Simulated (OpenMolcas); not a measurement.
Ta⁺: CASPT2 settings compared

```json
{
 "Program": "OpenMolcas",
 "Basis": "ANO-R3 [9s7p6d4f3g2h]",
 "Scalar Hamiltonian": "X2C, finite nucleus",
 "Active space": "4 electrons in 6 orbitals (5d 6s)",
 "State averaging": "2S+1 = 5 even, 15 roots; 2S+1 = 3 even, 63 roots; 2S+1 = 1 even, 49 roots",
 "Spin-orbit coupling": "RASSI with atomic mean-field integrals over the reference wave functions, term energies averaged over their components"
}
```

Methods on the same reference wave functions:
A. CASSCF
B. SS-CASPT2, IPEA 0.35 Eh, sigma2 regulariser 0.1 Eh (closed shells correlated: none)
C. SS-CASPT2, IPEA 0.3 Eh, sigma1 regulariser 0.15 Eh (closed shells correlated: 5s 5p)
D. XMS-CASPT2, IPEA 0.35 Eh, sigma2 regulariser 0.3 Eh (closed shells correlated: 4f 5s 5p)

Energies in cm-1 above 5d3 6s 5F1, the measured ground level; measured values from NIST Handbook of Basic Atomic Spectroscopic Data.

```csv
Level,A,B,C,D,Measured
5d3 6s 5F1,0.0,0.0,0.0,0.0,0.0
5d3 6s 5F2,1061,1054,1049,970,1031
5d3 6s 5F3,2608,2660,2650,2600,2642
5d3 6s 5F4,4459,4500,4490,4470,4416
5d3 6s 5F5,6412,6350,6350,6420,6187
5d3 6s 3P0(1),6627,4230,3870,5410,
5d3 6s 3P1(1),7472,5210,4860,6060,
5d2 6s2 3F3,12610,7810,6950,4630,6831
5d3 6s 5P1,12756,11630,11400,11300,
5d2 6s2 3F4 [60 %],14322,9850,9090,7670,9746
5d3 6s 5P3,14525,13520,13290,12920,
5d4 5D0,14896,13590,13760,14470,
5d4 5D1,15280,13970,14140,14850,
5d4 5D3,17231,16090,16310,17110,
5d3 6s 3G5 [52 %],17350,14530,14540,16080,
5d3 6s 3P0(2),21433,17540,17550,19020,
5d3 6s 3H5 [62 %],21552,18640,18560,20110,
5d3 6s 3H6,21571,18580,18420,19700,
5d3 6s 3P1(2) [52 %],21684,17910,18030,19800,
5d3 6s 3D3,22581,18880,19160,21020,
5d3 6s 3P2(2) [61 %],23326,19470,19530,21500,
```

Deviations, from unrounded energies. A percentage is the sum of absolute deviations over the sum of measured energies, with the sign that they share, or ± where signs differ.

```
                  Against measurement  Levels      A     B     C      D
       mean absolute deviation (cm-1)       6   1800   230   170    780
fine structure of the ground term (%)       4   ±2.3  +2.1  +1.8   ±2.7
             other configurations (%)       2  +62.5  +6.5  ±4.7  -25.8
```

C lies closest to measurement on these levels and A furthest from it. The largest miss of C in the table is 5d2 6s2 3F4 [60 %], by -660 cm-1. The ranking rests on the paired levels alone, and a cruder setting can come out closer through cancelling errors.

Among B to D the level of the table that moves most is 5d2 6s2 3F3, by 3200 cm-1 (lowest in D, highest in B). Moves below CASPT2's spread within the term are not significant.

The mean deviations of B to D differ by less than CASPT2's widest spread within a term (2100 cm-1), so their order carries little weight.

From A to B the spin-free energies of the other terms of 5d3 6s shown, above 5F, scale by factors of 0.54 to 0.89.

The lowest spin-free term lies below A's lowest term by 0.031 hartree in B, 0.292 hartree in C, 1.080 hartree in D.

CASPT2 breaks the degeneracy within a term, and the mean is taken; among the terms shown or strongly mixed into the levels shown the widest spread is 2100 cm-1 (5d2 6s2 3F, D). Over all roots computed the reference weight is 0.83 to 0.88 in D; the roots of lowest weight are the least certain, and an intruder state may touch them. Configurations are named by rounded mean occupations; where the s occupation lies near a half they are strongly mixed, a name can repeat and a true partner stay unpaired. A single d shell beside an s shell can misplace configurations of different d count against each other. Without dynamic correlation excited terms often stand tens of per cent too high (terms of higher spin than the ground term too low), and those without a measured partner can miss by more than the paired ones (holds for A). The CASPT2 spread within a term exceeds the gap to the next term for 5d3 6s 5F and 5d2 6s2 3F, 5d4 5D and 5d3 6s 3H, 5d3 6s 3H and 5d3 6s 3D, so the order of their levels is uncertain, and so are names and mixing where such terms share a J (holds for D). Measured partners are found by configuration, term and J. A level has none where our copy of the source lacks it or the pairing is in doubt (some pairs that miss far off the trend of their configuration count as doubtful), and it then counts in no deviation. Only configurations of the active space appear. Levels that lie high or do not pair safely by name in every column are left out.

A share in square brackets marks a mixed level and gives the weight of the term that names it, the lowest over the columns. A number in round brackets counts repeated terms of one configuration in the order of the reference energies.
